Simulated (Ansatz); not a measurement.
Steps of a relaxation of C2H5FGeO, SMILES `[CH3][GeH]([F])[CH]=O` with RKS PBE-D4/def2-SVP.

```sh
$ ansatz run in.yaml --threads 4 --pin off --events-out ev --progress --plain --max-ram 10444MiB
```

```yaml
crystal:
  periodic: [false, false, false]
  atoms:
    - {symbol: C, position_ang: [-1.106600, -0.979200, 0.056900]}
    - {symbol: Ge, position_ang: [0.383800, 0.097900, 0.618400]}
    - {symbol: F, position_ang: [1.616500, -0.986300, 1.158500]}
    - {symbol: C, position_ang: [1.115300, 1.153300, -0.858200]}
    - {symbol: O, position_ang: [0.318700, 1.958400, -1.405900]}
    - {symbol: H, position_ang: [-0.859300, -1.593000, -0.785700]}
    - {symbol: H, position_ang: [-1.505900, -1.535100, 0.900100]}
    - {symbol: H, position_ang: [-1.913600, -0.229100, -0.310500]}
    - {symbol: H, position_ang: [-0.022600, 1.061900, 1.818600]}
    - {symbol: H, position_ang: [2.056800, 1.000200, -1.189200]}
basis:
  gaussian: {orbitals: def2-SVP}
hamiltonian: {xc: pbe, dispersion: d4}
relax: {f_tol: 0.03, max_steps: 200}
```

Positions (Å) and forces (eV/Å) along the path, 13 of 15 steps:

```xyz
10
step=1 energy=-63409.1714 eV
C    -1.107   -0.979    0.057   -1.459    2.148   -0.338
Ge    0.384    0.098    0.618   -0.881    0.908    0.711
F     1.617   -0.986    1.159    0.975   -0.735    0.482
C     1.115    1.153   -0.858   -5.984    2.233    0.197
O     0.319    1.958   -1.406    1.700   -1.407    0.921
H    -0.859   -1.593   -0.786    0.320   -0.909   -0.811
H    -1.506   -1.535    0.900   -0.250   -0.479    0.409
H    -1.914   -0.229   -0.310    0.887   -0.948    0.505
H    -0.023    1.062    1.819    0.207   -0.343   -0.363
H     2.057    1.000   -1.189    4.486   -0.468   -1.712
10
step=3 energy=-63409.4032 eV rejected
C    -1.168   -0.974    0.056    0.041    0.003   -0.221
Ge    0.362    0.086    0.654    0.080    0.377    0.205
F     1.647   -0.987    1.218    0.030   -0.094   -0.034
C     1.123    1.245   -0.795   -1.004    1.004   -3.599
O     0.332    1.984   -1.449    1.745   -1.577    2.154
H    -0.878   -1.654   -0.771   -0.011    0.019    0.124
H    -1.590   -1.558    0.897    0.101   -0.012    0.006
H    -1.952   -0.285   -0.318    0.027    0.058   -0.015
H     0.029    1.031    1.831   -0.093    0.008    0.176
H     2.178    1.060   -1.321   -0.914    0.215    1.204
10
step=4 energy=-63409.6041 eV
C    -1.164   -0.974    0.056   -0.156    0.184   -0.107
Ge    0.365    0.085    0.632   -0.097    0.119    0.026
F     1.647   -0.988    1.192    0.125   -0.140    0.059
C     1.099    1.178   -0.865   -0.957    1.622   -1.375
O     0.342    2.000   -1.418    1.149   -1.431    1.027
H    -0.889   -1.661   -0.765    0.032   -0.073    0.030
H    -1.568   -1.540    0.914   -0.016   -0.093    0.009
H    -1.949   -0.279   -0.314    0.096   -0.066    0.041
H     0.023    1.039    1.805    0.000    0.011    0.074
H     2.176    1.090   -1.233   -0.176   -0.134    0.217
10
step=5 energy=-63409.6119 eV
C    -1.165   -0.960    0.057    0.083    0.101    0.121
Ge    0.392    0.127    0.655   -0.533   -0.326    0.039
F     1.619   -1.059    1.156   -0.029    0.267    0.005
C     1.094    1.223   -0.898    0.211   -0.427    0.438
O     0.322    1.937   -1.493   -0.163    0.278   -0.261
H    -0.888   -1.667   -0.753    0.153    0.148    0.048
H    -1.580   -1.563    0.892    0.103    0.134    0.030
H    -1.966   -0.296   -0.323    0.039    0.057    0.003
H     0.064    1.081    1.881    0.129   -0.330   -0.289
H     2.191    1.127   -1.171    0.008    0.098   -0.133
10
step=6 energy=-63409.6210 eV
C    -1.178   -0.938    0.067    0.005   -0.214   -0.205
Ge    0.356    0.098    0.637    0.056    0.304   -0.026
F     1.624   -1.033    1.135    0.000   -0.042   -0.025
C     1.083    1.209   -0.884    0.044    0.053   -0.117
O     0.354    2.012   -1.431   -0.180    0.039    0.048
H    -0.769   -1.658   -0.672   -0.287   -0.145    0.054
H    -1.604   -1.467    0.940    0.017   -0.142   -0.040
H    -1.980   -0.338   -0.409    0.196    0.101    0.017
H     0.046    0.980    1.862    0.036    0.174    0.188
H     2.151    1.083   -1.241    0.113   -0.128    0.106
10
step=7 energy=-63409.6349 eV
C    -1.151   -0.929    0.045   -0.080   -0.069   -0.006
Ge    0.370    0.095    0.702    0.207    0.249   -0.307
F     1.712   -0.947    1.207   -0.077   -0.076   -0.064
C     1.048    1.170   -0.899   -0.260   -0.007    0.199
O     0.272    1.860   -1.532    0.185   -0.137    0.123
H    -0.850   -1.587   -0.793    0.025   -0.005    0.043
H    -1.606   -1.534    0.849   -0.043   -0.078    0.047
H    -1.904   -0.206   -0.330    0.044    0.002    0.003
H     0.052    0.962    1.948   -0.039    0.072    0.010
H     2.139    1.064   -1.192    0.038    0.048   -0.048
10
step=8 energy=-63409.6533 eV
C    -1.164   -0.947    0.057    0.037    0.011    0.015
Ge    0.369    0.101    0.664   -0.029    0.019    0.095
F     1.672   -1.000    1.151   -0.048    0.028   -0.010
C     1.062    1.190   -0.882    0.083   -0.002   -0.015
O     0.300    1.922   -1.480   -0.061    0.043   -0.021
H    -0.834   -1.650   -0.732   -0.021   -0.031   -0.004
H    -1.623   -1.514    0.888    0.009   -0.004    0.013
H    -1.914   -0.254   -0.371   -0.006    0.009   -0.017
H     0.063    1.009    1.897    0.031   -0.066   -0.073
H     2.152    1.094   -1.189    0.005   -0.007    0.017
10
step=9 energy=-63409.6545 eV
C    -1.165   -0.950    0.058    0.025   -0.014   -0.008
Ge    0.367    0.101    0.657   -0.015   -0.005    0.037
F     1.661   -1.009    1.144   -0.018    0.020   -0.008
C     1.065    1.197   -0.882   -0.023    0.097   -0.079
O     0.306    1.942   -1.472    0.040   -0.065    0.058
H    -0.833   -1.671   -0.714   -0.030   -0.006    0.020
H    -1.626   -1.499    0.901    0.007    0.001   -0.006
H    -1.915   -0.267   -0.388    0.004    0.005   -0.007
H     0.068    1.004    1.890    0.013   -0.020   -0.025
H     2.155    1.101   -1.191   -0.002   -0.014    0.017
10
step=10 energy=-63409.6550 eV
C    -1.168   -0.955    0.058   -0.002    0.005   -0.018
Ge    0.367    0.098    0.649    0.022    0.004    0.012
F     1.660   -1.012    1.132    0.003    0.000   -0.006
C     1.071    1.212   -0.878   -0.059   -0.034   -0.082
O     0.308    1.953   -1.466    0.029    0.000    0.038
H    -0.841   -1.699   -0.693   -0.006   -0.001    0.006
H    -1.636   -1.480    0.913    0.000    0.009   -0.004
H    -1.910   -0.276   -0.407    0.012   -0.008    0.006
H     0.074    0.995    1.883   -0.012    0.008    0.021
H     2.159    1.113   -1.188    0.014    0.016    0.027
10
step=11 energy=-63409.6545 eV rejected
C    -1.171   -0.962    0.060   -0.045   -0.007    0.001
Ge    0.367    0.092    0.638    0.038   -0.045   -0.080
F     1.663   -1.016    1.116    0.021   -0.019    0.005
C     1.071    1.214   -0.885    0.014    0.039    0.120
O     0.315    1.978   -1.450   -0.033    0.007   -0.063
H    -0.852   -1.739   -0.662    0.013    0.021    0.008
H    -1.653   -1.451    0.929   -0.007    0.020   -0.028
H    -1.900   -0.288   -0.436    0.020   -0.027    0.022
H     0.079    0.986    1.873   -0.017    0.042    0.044
H     2.165    1.134   -1.179   -0.003   -0.032   -0.028
10
step=12 energy=-63409.6557 eV
C    -1.168   -0.955    0.059    0.005    0.000   -0.011
Ge    0.369    0.094    0.649   -0.001    0.012    0.010
F     1.666   -1.016    1.123    0.002    0.002   -0.008
C     1.065    1.213   -0.880   -0.009   -0.018   -0.021
O     0.303    1.955   -1.466    0.003   -0.003    0.016
H    -0.839   -1.715   -0.676   -0.006   -0.002    0.002
H    -1.654   -1.461    0.915    0.001    0.003    0.003
H    -1.897   -0.277   -0.427    0.005    0.000   -0.002
H     0.080    0.987    1.889   -0.003    0.000    0.001
H     2.157    1.123   -1.183    0.002    0.007    0.009
10
step=14 energy=-63409.6560 eV
C    -1.168   -0.956    0.059   -0.015   -0.012   -0.002
Ge    0.372    0.090    0.648   -0.005    0.009   -0.004
F     1.674   -1.020    1.106    0.001    0.000   -0.001
C     1.060    1.216   -0.879    0.026   -0.017    0.030
O     0.295    1.957   -1.462   -0.018    0.008   -0.014
H    -0.838   -1.741   -0.649   -0.007    0.016    0.014
H    -1.677   -1.431    0.920    0.009    0.011   -0.018
H    -1.878   -0.279   -0.459    0.014   -0.012    0.006
H     0.088    0.976    1.895    0.002   -0.005   -0.006
H     2.154    1.137   -1.176   -0.007    0.003   -0.006
10
step=15 energy=-63409.6562 eV
C    -1.167   -0.953    0.058   -0.016   -0.006    0.006
Ge    0.375    0.088    0.650    0.000    0.001    0.002
F     1.681   -1.023    1.097   -0.005    0.000    0.003
C     1.056    1.217   -0.876    0.008   -0.009    0.007
O     0.284    1.948   -1.463   -0.001    0.003   -0.004
H    -0.835   -1.751   -0.634   -0.001    0.008    0.007
H    -1.692   -1.411    0.919    0.008    0.006   -0.015
H    -1.863   -0.277   -0.478    0.009   -0.008    0.005
H     0.094    0.967    1.903    0.005   -0.005   -0.007
H     2.151    1.145   -1.173   -0.007    0.009   -0.003
```

It took 17 s on 4 threads of an Arm Neoverse V2 on a shared host, with 0.17 GiB of host memory at the peak.
